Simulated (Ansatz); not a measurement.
cyclo-(Cl2SnNH)3 (Sn3N3Cl6H3) was relaxed with PBE-D4 (def2-SVP) in Ansatz in these states: charge +1 doublet, neutral singlet. The geometries follow in no particular order.

In the def2 sets Sn takes a core potential; there is no spin–orbit coupling.

A:

```xyz
15

Sn    1.4658   -1.4499    0.3541
Cl    1.7081   -3.6272    1.1238
Cl    3.3855   -0.1364    0.5384
N     0.5043   -1.3648   -1.4517
Sn   -0.5232    0.3190   -2.0002
Cl    0.7877    2.1678   -2.5550
Cl   -2.2280   -0.1374   -3.5100
N    -1.4959    0.9052   -0.2186
Sn   -0.6362    1.4142    1.6069
Cl   -2.2435    1.7769    3.2323
Cl    1.0588    2.9599    1.3470
N     0.1019   -0.5297    1.6789
H     1.0659   -1.7602   -2.2238
H    -2.5003    0.6528   -0.1776
H    -0.4508   -1.1901    2.2556
```

B:

```xyz
15

Sn    1.191   -1.121   -1.252
Cl    1.369   -2.843   -2.841
Cl    3.378   -0.281   -0.918
N    -0.109    0.297   -1.953
Sn   -0.909    1.709   -0.703
Cl    0.605    3.456   -0.198
Cl   -2.751    2.711   -1.765
N    -1.571    0.713    0.959
Sn   -0.388   -0.660    1.914
Cl   -1.724   -1.931    3.370
Cl    1.302    0.335    3.237
N     0.356   -1.887    0.454
H     0.271    0.744   -2.803
H    -1.985    1.371    1.636
H     0.965   -2.613    0.863
```

**Question.** Judge from the bond lengths which geometry belongs to which state (an estimate).

**Answer.** A is the charge +1 doublet (Sn5–N8 2.113 Å, Sn1–N12 2.112 Å, Sn9–Cl11 2.309 Å); B is the neutral singlet (Sn5–N8 2.048 Å, Sn1–N12 2.048 Å, Sn9–Cl11 2.366 Å).
